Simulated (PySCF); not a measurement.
# Computed properties of H6OSi2, SMILES O[SiH2][SiH3]

Si(H)2(OH)(SiH3) (H6OSi2), SMILES [SiH3][SiH2]O. Coordinates come from a PBE0-D3(BJ)/def2-SVP optimisation. One conformer was computed; it need not be the lowest. All values are computed for the isolated molecule unless a solvent is named; none is compared with measurement here.

**Structure.** All 21 harmonic modes at PBE0-D3(BJ)/def2-SVP (PySCF) are real, so it is a minimum. With heavy atoms numbered as in [SiH2:1]([OH:2])[SiH3:3], the shortest bond between them is Si1–O2 at 1.673 Å and the longest Si1–Si3 at 2.351 Å.

**Vibrations.** The strongest infrared lines (harmonic, unscaled, degenerate partners summed) lie at 835 cm⁻¹ (443 km/mol, H 90 %, Si 10 %), 821 cm⁻¹ (155 km/mol, H 50 %, O 40 %, Si 10 %), 224 cm⁻¹ (135 km/mol, H 82 %, O 16 %). The softest mode is at 107 cm⁻¹ and the zero-point energy is 34.9 kcal/mol.

**Electronic structure.** PBE0/def2-TZVPD (PySCF) places the frontier levels at -7.91 and -0.69 eV, a gap of 7.22 eV, and gives a dipole moment of 1.13 D and a mean polarisability of 64.9 bohr³.

**Excitations.** TDA-CAM-B3LYP/def2-SVPD (PySCF) has S1 at 6.20 eV (200 nm, f = 0.011, weak); the most intense of the 10 singlets computed lies at 7.84 eV (f = 0.36). T1 (TDA) is at 5.57 eV, 0.63 eV under S1. No vertical singlet excitation falls in the visible range (under 3.1 eV).

**NMR.** GIAO shifts at PBE0/pcSseg-1 (PySCF) (non-relativistic, atoms alike by connectivity averaged): ¹H from 0.1 to 5.7 ppm against TMS; ²⁹Si from -108.4 to -17.8 ppm against TMS.
